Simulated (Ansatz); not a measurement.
Isolated molecules relaxed with PBE0-D4/def2-TZVP in Ansatz; ΔE leaves out vibrations. CBS: MP2 limit from def2 TZ/QZ plus the TZ coupled-cluster correction, frozen cores. DFT in def2-TZVPP. B3LYP here is the variant with VWN-RPA as its local correlation; programs differ in this. For Ge outer-core shells are correlated without core-valence functions, which leaves a few kJ/mol of doubt a bond. Scalar relativity is left out up to krypton. One conformer a species, not always the lowest.

Consider the substitution at a C–Ge bond: `C[CH2][Ge][Cl]` + `CB(O)F` → `CCOB(C)F` + `[Cl][GeH]`.

`C[CH2][Ge][Cl]`:

Z-matrix (Å, degrees):
```
C
C 1 1.517
H 1 1.092 2 111.4
H 1 1.094 2 111.5 3 120.5
H 1 1.092 2 111.4 3 -119.0
Ge 2 1.993 1 121.4 3 59.0
H 2 1.100 1 111.5 3 -178.3
H 2 1.101 1 111.4 3 -62.7
Cl 6 2.197 2 99.6 1 -3.2
```

`CB(O)F`:

```xyz
8

C    -0.021   -0.764    0.677
B     0.088    0.292   -0.464
O    -0.370    1.557   -0.321
F     0.650   -0.045   -1.636
H     0.973   -1.139    0.942
H    -0.494   -0.363    1.573
H    -0.593   -1.632    0.336
H    -0.234    2.094   -1.108
```

`CCOB(C)F`:

Z-matrix (Å, degrees):
```
C
C 1 1.510
H 1 1.092 2 110.7
H 1 1.092 2 110.8 3 120.5
H 1 1.093 2 110.2 3 -119.9
O 2 1.424 1 110.9 3 -56.3
H 2 1.092 1 110.7 3 61.3
H 2 1.093 1 110.7 3 -178.8
B 6 1.348 2 122.4 1 -93.4
C 9 1.561 6 121.6 2 179.2
F 9 1.344 6 119.0 2 -0.9
H 10 1.094 9 110.3 6 121.1
H 10 1.090 9 112.4 6 -0.3
H 10 1.094 9 110.4 6 -121.9
```

`[Cl][GeH]`:

Z-matrix (Å, degrees):
```
Ge
Cl 1 2.183
H 1 1.600 2 93.7
```

Question: Is it downhill or uphill in electronic energy at CCSD(T)/CBS, and by how much? (An estimate is asked.)

Answer: The calculation gave: Uphill: ΔE = +80.6 kJ/mol.

Question: What do these levels give: r2SCAN-D4, PBE0-D4, B3LYP-D4, ωB97X-V, r2SCAN, MP2/def2-TZVPP, CCSD/def2-TZVPP, CCSD(T)/def2-TZVPP, HF/def2-QZVPP, MP2/def2-QZVPP, MP2/CBS(def2), CCSD/CBS(def2)? (Estimate.)

Answer: Ansatz gave: r2SCAN-D4 74.9, PBE0-D4 75.9, B3LYP-D4 70.0, ωB97X-V 68.2, r2SCAN 74.9, MP2/def2-TZVPP 87.3, CCSD/def2-TZVPP 72.8, CCSD(T)/def2-TZVPP 75.3, HF/def2-QZVPP 52.9, MP2/def2-QZVPP 89.9, MP2/CBS(def2) 92.5, CCSD/CBS(def2) 78.1 kJ/mol.

Largest T1 diagnostic among the species: 0.013.

In def2-TZVPP, CCSD(T) changes the Hartree–Fock value by +21.3 kJ/mol (the triples alone add +2.5 kJ/mol) and MP2 by +33.3 kJ/mol. The D4 term adds +3.9 kJ/mol with B3LYP and +1.8 kJ/mol with PBE0; it sums over pairs of atoms, weighted by their polarisabilities, and B3LYP, whose exchange is more repulsive, gets the larger term.
